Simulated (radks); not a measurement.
The numbers below are computed, except where a source is named.
All-electron atom: Pd+ in [Kr] 4d8 5p1 (not the ground configuration).

Code: a radial shooting solver on a logarithmic mesh with Libxc functionals. Model: Dirac Kohn-Sham, PBEsol, spin-unpolarised, spherical densities, finite nucleus; open shells fill j = l - 1/2 first; Fermi nuclear charge, rms radius 4.5318 fm.

Energy parts (eV):
total: -137246.249
kinetic: 143340.519
electron-nucleus: -332025.110
Hartree: 55277.933
exchange-correlation: -3839.591

Orbitals (lengths in bohr, moments of r in powers of bohr; <r^-3> diverges for s and p1/2; r(max) is where P^2 peaks):
[
 {"orbital": "1s1/2", "occ.": "2", "eigenvalue (eV)": "-24154.85", "<r^4>": "4.890e-06", "<r^-3>": "-", "r(max)": "0.02066", "small-component weight": "2.83e-02"},
 {"orbital": "2s1/2", "occ.": "2", "eigenvalue (eV)": "-3540.820", "<r^4>": "0.0008749", "<r^-3>": "-", "r(max)": "0.1170", "small-component weight": "5.91e-03"},
 {"orbital": "2p1/2", "occ.": "2", "eigenvalue (eV)": "-3286.170", "<r^4>": "0.0005717", "<r^-3>": "-", "r(max)": "0.09052", "small-component weight": "5.92e-03"},
 {"orbital": "2p3/2", "occ.": "4", "eigenvalue (eV)": "-3126.917", "<r^4>": "0.0006550", "<r^-3>": "3250", "r(max)": "0.09469", "small-component weight": "5.69e-03"},
 {"orbital": "3s1/2", "occ.": "2", "eigenvalue (eV)": "-652.2638", "<r^4>": "0.04174", "<r^-3>": "-", "r(max)": "0.3422", "small-component weight": "1.65e-03"},
 {"orbital": "3p1/2", "occ.": "2", "eigenvalue (eV)": "-551.7513", "<r^4>": "0.04165", "<r^-3>": "-", "r(max)": "0.3286", "small-component weight": "1.59e-03"},
 {"orbital": "3p3/2", "occ.": "4", "eigenvalue (eV)": "-523.9886", "<r^4>": "0.04647", "<r^-3>": "575.6", "r(max)": "0.3384", "small-component weight": "1.53e-03"},
 {"orbital": "3d3/2", "occ.": "4", "eigenvalue (eV)": "-345.8435", "<r^4>": "0.04308", "<r^-3>": "87.70", "r(max)": "0.2806", "small-component weight": "1.41e-03"},
 {"orbital": "3d5/2", "occ.": "6", "eigenvalue (eV)": "-340.3053", "<r^4>": "0.04461", "<r^-3>": "82.78", "r(max)": "0.2834", "small-component weight": "1.40e-03"},
 {"orbital": "4s1/2", "occ.": "2", "eigenvalue (eV)": "-102.1285", "<r^4>": "1.526", "<r^-3>": "-", "r(max)": "0.8502", "small-component weight": "4.12e-04"},
 {"orbital": "4p1/2", "occ.": "2", "eigenvalue (eV)": "-70.9173", "<r^4>": "2.180", "<r^-3>": "-", "r(max)": "0.8910", "small-component weight": "3.57e-04"},
 {"orbital": "4p3/2", "occ.": "4", "eigenvalue (eV)": "-66.3876", "<r^4>": "2.463", "<r^-3>": "93.87", "r(max)": "0.9158", "small-component weight": "3.40e-04"},
 {"orbital": "4d3/2", "occ.": "4", "eigenvalue (eV)": "-19.5462", "<r^4>": "10.50", "<r^-3>": "8.484", "r(max)": "1.070", "small-component weight": "2.04e-04"},
 {"orbital": "4d5/2", "occ.": "4", "eigenvalue (eV)": "-19.0261", "<r^4>": "11.11", "<r^-3>": "7.908", "r(max)": "1.081", "small-component weight": "1.99e-04"},
 {"orbital": "5p1/2", "occ.": "1", "eigenvalue (eV)": "-8.1001", "<r^4>": "292.4", "<r^-3>": "-", "r(max)": "2.872", "small-component weight": "3.33e-05"},
 {"orbital": "5p3/2", "occ.": "0", "eigenvalue (eV)": "-7.7868", "<r^4>": "327.4", "<r^-3>": "6.492", "r(max)": "2.968", "small-component weight": "3.14e-05"}
]

The highest occupied level is 5p1/2 at -8.100 eV. The density falls to 0.001 e/bohr^3 at r = 4.26 bohr. The electron density at the nucleus is 1.326e+05 e/bohr^3.
